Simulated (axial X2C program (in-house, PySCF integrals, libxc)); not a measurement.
**Spin–orbit effects along a row: molecules with Na (ions), PBE0**

Computed with an in-house relativistic program for diatomic molecules, spin-free (one-electron X2C) or two-component (2c: spin–orbit coupling with atomic mean-field Coulomb and Gaunt terms, which also bring small scalar terms), in Dyall basis sets with cores contracted in-house; open shells are unrestricted.

Basis sets: As dyall-cv3z, Cr dyall-cv3z, Cu dyall-cv3z, Fe dyall-cv3z, Ga dyall-cv3z, Mn dyall-cv3z, Na dyall-cv3z, Na dyall-v3z, Ni dyall-cv3z, Sc dyall-cv3z, Se dyall-cv3z, Ti dyall-cv3z, V dyall-cv3z, Zn dyall-v3z.

```
molecule   spin-free state  Re (Å)  ωe (cm⁻¹)  De (eV)  2c state  Re 2c (Å)  ωe 2c (cm⁻¹)  De 2c (eV)
   NaSc⁺  M_S = 1/2, Λ = 0   3.386      142.6     0.93   Ω = 1/2      3.386         142.6         n/a
   NaTi⁺    M_S = 1, Λ = 0   3.292      138.9     0.84     Ω = 1      3.293         139.0         n/a
    NaV⁺  M_S = 5/2, Λ = 0   3.318      114.6      n/a   Ω = 1/2      3.211         122.1         n/a
   NaCr⁺    M_S = 3, Λ = 0   3.226      116.2     0.61     Ω = 3      3.227         116.1        0.61
   NaMn⁺  M_S = 5/2, Λ = 0   3.198      135.8     0.71   Ω = 5/2      3.198         135.8        0.71
   NaFe⁺    M_S = 2, Λ = 0   3.118      136.7     0.63     Ω = 2      3.119         136.6         n/a
   NaNi⁺                 ?       ?          ?        ?         ?          ?             ?           ?
   NaCu⁺  M_S = 1/2, Λ = 0   3.005      119.0     0.50   Ω = 1/2      3.005         119.0        0.50
   NaZn⁺    M_S = 0, Λ = 0   3.001      130.3     0.44     Ω = 0      3.001         130.3        0.44
   NaGa⁺  M_S = 1/2, Λ = 0   3.376      107.6     1.01   Ω = 1/2      3.377         107.5         n/a
   NaAs⁺  M_S = 3/2, Λ = 0   3.118      111.9     0.30   Ω = 3/2      3.118         112.0        0.30
   NaSe⁺    M_S = 1, Λ = 0   2.941      159.0     0.64     Ω = 1      2.944         158.0        0.59
```

Question: Estimate the 2c Re and ωe of NaNi⁺ as the mean of its neighbours in the table.

Answer: Re ≈ 3.062 Å, ωe ≈ 127.8 cm⁻¹. The PBE0 runs give the row below, so the estimate misses by 0.122 Å and -17.0 cm⁻¹.

```
molecule  spin-free state  Re (Å)  ωe (cm⁻¹)  De (eV)  2c state  Re 2c (Å)  ωe 2c (cm⁻¹)  De 2c (eV)
   NaNi⁺   M_S = 1, Λ = 2   2.940      144.8     0.45     Ω = 3      2.940         144.8         n/a
```

Fragments in 2c: Sc + Na+, Ti + Na+, V + Na+, Cr + Na+, Mn + Na+, Fe + Na+, Ni + Na+, Cu + Na+, Zn + Na+, Ga + Na+, As + Na+, Se + Na+. Each entry is the lowest single determinant of a limited PBE0 search at one distance. De goes to single-determinant-based atoms at the same level (for ions the charge split of lowest energy) and is withheld (n/a) where an atom does not fit its ground term or J level. Main or longest-lived isotopes. One determinant is a doubtful description, or other states lie close, for NaSc⁺, NaTi⁺, NaV⁺, NaCr⁺, NaMn⁺, NaFe⁺, NaNi⁺, NaAs⁺, NaSe⁺; these need not be ground states, and all values refer to the states named. Some open-shell Ω = 0 determinants are out of reach, so the Ω given for NaTi⁺, NaCr⁺, NaFe⁺, NaSe⁺ need not be the lowest component. With several unpaired electrons the Ω given is that of one determinant, not necessarily of the lowest component. The functionals have no current term, which raises determinants with orbital currents. Where the atoms have a lower orbital projection than the molecule, De at mean-field level may be about a tenth of an eV too small. The lowest determinant changes configuration between the Hamiltonians for NaV⁺, so two states are compared there.
